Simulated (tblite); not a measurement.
C6H14O3Si.
Atom-mapped SMILES: `[OH:1][CH2:2][CH2:3][O:4][C@@H:5]1[CH2:6][CH2:7][Si@@H:8]([OH:9])[CH2:10]1` (hydrogens: H11 on O1; H12, H13 on C2; H14, H15 on C3; H16 on C5; H17, H18 on C6; H19, H20 on C7; H21 on Si8; H22 on O9; H23, H24 on C10)

Computed with GFN2-xTB (tblite), gas phase: L-BFGS steps from a force-field or distance-geometry start until the largest atomic force falls under 0.01 eV/Å.

Geometry at step 2:
```
atom  x, y, z in Å
O1     -3.8931    0.3759   -0.9348
C2     -3.4932   -0.2434    0.2596
C3     -2.0722    0.1950    0.6194
O4     -1.2131   -0.1806   -0.4322
C5      0.1351    0.2187   -0.2647
C6      0.9008   -0.0084   -1.5809
C7      2.3896    0.2355   -1.3167
Si8     2.7106   -0.4639    0.4213
O9      3.5647    0.5512    1.3806
C10     0.8606   -0.5537    0.8606
H11    -3.1661    0.2333   -1.5584
H12    -3.5310   -1.3331    0.1280
H13    -4.1956    0.0324    1.0551
H14    -1.7580   -0.2708    1.5684
H15    -2.0472    1.2911    0.7333
H16     0.1491    1.3090   -0.0283
H17     0.5166    0.6407   -2.3722
H18     0.7294   -1.0367   -1.9064
H19     3.0100   -0.2323   -2.0841
H20     2.6063    1.3096   -1.3283
H21     3.3165   -1.7956    0.3859
H22     3.3036    1.4684    1.4343
H23     0.6517   -0.1324    1.8417
H24     0.5130   -1.5903    0.8569
```

**Question.** What forces act on the atoms?

**Answer.** 
```csv
atom,Fx (eV/Å),Fy (eV/Å),Fz (eV/Å)
O1,-0.081,0.050,-0.028
C2,0.108,-0.059,-0.110
C3,0.064,-0.023,0.269
O4,0.049,-0.126,-0.186
C5,0.086,0.123,0.166
C6,-0.053,0.041,0.052
C7,0.066,-0.001,-0.045
Si8,-0.107,-0.084,-0.034
O9,-0.034,-0.292,-0.116
C10,0.046,0.050,-0.181
H11,-0.101,0.055,0.035
H12,0.117,-0.067,0.101
H13,0.094,0.101,-0.194
H14,-0.070,0.064,-0.091
H15,-0.018,-0.022,0.070
H16,0.044,-0.298,-0.033
H17,-0.012,0.023,0.114
H18,0.056,0.010,0.135
H19,-0.178,0.162,-0.008
H20,-0.074,-0.126,-0.148
H21,0.169,0.235,0.195
H22,0.055,0.005,0.043
H23,-0.173,-0.015,-0.002
H24,-0.055,0.194,-0.006
```

The largest, 0.35 eV/Å, acts on H21; the rms over all components is 0.114 eV/Å. The forces sum to zero within rounding, as they must for an isolated molecule in no field.

**Question.** Give the force on H21 in Eh/bohr and in nN.

**Answer.** 0.349 eV/Å ÷ 51.422 = 0.00679 Eh/bohr, and 0.349 eV/Å × 1.602 = 0.56 nN.

**Question.** How far is this geometry from the end of the optimisation?

**Answer.** 0.081 eV above it, and 0.074 Å rms away after alignment. The bonds farthest from their final lengths, with half the difference of the two atoms' forces along the bond (positive lengthens):

| bond | now (Å) | final (Å) | force along bond (eV/Å) |
| --- | --- | --- | --- |
| C5–H16 | 1.116 | 1.104 | -0.23 |
| C5–C10 | 1.546 | 1.535 | -0.12 |
| C5–C6 | 1.540 | 1.530 | +0.02 |
| Si8–H21 | 1.463 | 1.455 | -0.09 |
| Si8–O9 | 1.637 | 1.629 | -0.07 |
| C7–Si8 | 1.901 | 1.908 | +0.01 |

The angle farthest from its final value is O9–Si8–H21, 111.2° against 101.1°.

Of the 3 listed bonds off by 0.010 Å or more, this force points towards the final length in 2.

What follows is the cost of the whole relaxation. The run took 0.93 s of wall time on one thread of an Arm Neoverse N1, no GPU, shared host with 64 logical CPUs at a one-minute load of 60.
